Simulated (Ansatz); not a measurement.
I₃Sn, charge +1, singlet, geometry from GFN2-xTB (such geometries of metal compounds can be far from the true shape) (all electrons, no relativity); BLYP/3-21G (Ansatz, a program for electronic structure).

Here is a job for Ansatz.
Ansatz 0.2 input:
```yaml
crystal:
  periodic: [false, false, false]
  atoms:
    - {symbol: Sn, position_ang: [-0.00000000, -0.00000000, 0.00000000]}
    - {symbol: I, position_ang: [2.54921936, -0.48031660, -0.78531655]}
    - {symbol: I, position_ang: [-0.97830543, -1.19066434, 2.22961485]}
    - {symbol: I, position_ang: [-1.57091393, 1.67098094, -1.44429830]}
basis:
  gaussian:
    orbitals: 3-21G.json
hamiltonian:
  xc: blyp
total_charge: 1
```
The basis file holds 3-21G in the JSON format of the Basis Set Exchange.

It wrote (shortened):

```
Functional definition: BLYP
1715 factors; their error is unknown
mean field evaluation 1: about -725746.8758 eV, gradient 2.6e1 eV
mean field evaluation 2: about -725739.4663 eV, gradient 4.5e1 eV
mean field evaluation 4: about -725748.5351 eV, gradient 1.9e0 eV
mean field evaluation 8: about -725748.5529 eV, gradient 2.0e-1 eV
mean field evaluation 16: about -725748.4865 eV, gradient 5.9e-5 eV
mean field -725748.48646217 eV, -26670.7649474924 hartree, gradient 5.6e-5 eV, S^2 0.000000; 0 other end points of the search recorded, 0 dependent functions left out
reference -725748.48679761 eV, -26670.7649598195 hartree; 104, 104 occupied and 28, 28 virtual orbitals, 1715 factors
Total energy: -725748.48679761 eV, -26670.7649598195 hartree
```
